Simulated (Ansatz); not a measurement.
octasulfur (S8), singlet, geometry from GFN2-xTB; PBE/6-31G* (Ansatz, an electronic-structure program).

Here is a job for Ansatz.
Ansatz 0.2 input:
```yaml
crystal:
  periodic: [false, false, false]
  atoms:
    - {symbol: S, position_ang: [1.75411790, -1.78962887, 0.07332880]}
    - {symbol: S, position_ang: [1.52958456, -0.06385551, 1.13564303]}
    - {symbol: S, position_ang: [1.91565693, 1.61650911, 0.04727578]}
    - {symbol: S, position_ang: [0.12771566, 2.07563782, -0.95606029]}
    - {symbol: S, position_ang: [-1.36295301, 1.78306853, 0.41879447]}
    - {symbol: S, position_ang: [-2.36887737, 0.11051203, -0.23977795]}
    - {symbol: S, position_ang: [-1.52527058, -1.63948521, 0.44497305]}
    - {symbol: S, position_ang: [-0.06997411, -2.09275791, -0.92417688]}
basis:
  gaussian:
    orbitals: 6-31G*
    fitting: {mean_field: def2-universal-JKFIT}
hamiltonian:
  xc: pbe
```

What the program printed (banner, timings and long lists left out):

```
Functional definition: PBE
1024 factors; integrals over basis functions are off by at most 8.4e-2 eV
mean field evaluation 1: about -86642.7622 eV, gradient 1.3e1 eV
mean field evaluation 2: about -86643.1016 eV, gradient 8.7e0 eV
mean field evaluation 4: about -86643.3212 eV, gradient 1.2e0 eV
mean field evaluation 8: about -86643.3270 eV, gradient 2.0e-2 eV
mean field evaluation 16: about -86643.3270 eV, gradient 1.5e-5 eV
mean field -86643.32702509 eV, -3184.0835392157 hartree, gradient 1.5e-5 eV, S^2 0.000000; 0 other end points of the search recorded, 0 dependent functions left out
reference -86643.32706701 eV, -3184.0835407561 hartree; 64, 64 occupied and 88, 88 virtual orbitals, 1024 factors
Total energy: -86643.32706701 eV, -3184.0835407561 hartree
```
